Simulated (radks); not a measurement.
Q: Species: Ga. Configuration: [Ar] 3d10 4s2 4p1. Method: non-relativistic Kohn-Sham, r2SCAN, spin-unpolarised, spherical densities, point nucleus; meta-GGA in the generalised Kohn-Sham scheme; hard spherical wall at 15 bohr; computed with a radial shooting solver on a logarithmic mesh with Libxc functionals. Some entries of the table are withheld. Estimate them.

| orbital | occ. | eigenvalue (hartree) | <r^2> (bohr^2) |
|---|---|---|---|
| 1s | 2 | (1) | 0.003275 |
| 2s | 2 | (2) | 0.05768 |
| 2p | 6 | -40.41368 | 0.04521 |
| 3s | 2 | -5.43775 | (3) |
| 3p | 6 | -3.70136 | 0.5505 |
| 3d | 10 | -0.74719 | (4) |
| 4s | 2 | -0.33100 | 6.739 |
| 4p | 1 | (5) | 13.34 |
| 5s | 0 | 0.00723 | 69.43 |
| 5p | 0 | 0.03832 | 87.60 |
| 4d | 0 | 0.05103 | 81.38 |

A: 
(1) 1s eigenvalue (hartree): -371.9282
(2) 2s eigenvalue (hartree): -45.69636
(3) 3s <r^2> (bohr^2): 0.5050
(4) 3d <r^2> (bohr^2): 0.8445
(5) 4p eigenvalue (hartree): -0.09463
